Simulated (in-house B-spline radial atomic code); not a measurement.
Configurations of Si⁺, with energies counted from [Ne] 3s2 3p1. Method: non-relativistic LC-wPBE, spin-polarised, spherical fractional occupations, point nucleus. Calculated with a B-spline radial code for spherical atoms. Shells without spins written out take the highest spin.

Caution: exact exchange at fractional occupations of open shells leaves self-interaction of up to several eV.

Occupations are held fixed; configurations that lie above the ionisation limit could autoionise.

```
                                                  configuration  E - E(ref) (eV)  highest orbital  its <r> (bohr)
                         [Ne] 3s(0 up, 1 down) 3p(0 up, 2 down)           4.8972          3p down           2.383
                                                   [Ne] 3s2 4d1           10.861            4d up            9.96
                                               [Ne] 3s1 3p1 3d1           16.719            3d up           4.048
                                               [Ne] 3s1 3p1 4p1           17.371            4p up           6.508
        [Ne] 3s(1 up, 0 down) 3p(0 up, 1 down) 4p(0 up, 1 down)           19.253          4p down           6.572
                                       [He] 2s2 2p5 3s2 3p1 4s1            115.7            4s up           4.835
[He] 2s2 2p(3 up, 2 down) 3s2 3p(0 up, 1 down) 4d(0 up, 1 down)           121.23          4d down           8.963
```

(1) Order these further configurations by energy, lowest first.
A. [Ne] 3s1 3p1 4f1
B. [He] 2s2 2p5 3s2 3p2
C. [He] 2s2 2p5 3s2 3p1 4f1
D. [He] 2s2 2p5 3s2 3p1 3d1
E. [He] 2s2 2p5 3s2 3p1 4d1

(2) How far above the reference does [Ne] 3s1 3p1 4d1 lie?

(3) How far above the reference does [Ne] 3s2 4p(1 up, 0 down) lie?

Answers

(1) A (20.271 eV), B (104.55 eV), D (117.95 eV), E (121.02 eV), C (121.93 eV).

(2) 19.512 eV; its least bound orbital is 4d up with <r> = 9.441 bohr.

(3) 8.6897 eV; its least bound orbital is 4p up with <r> = 6.664 bohr.
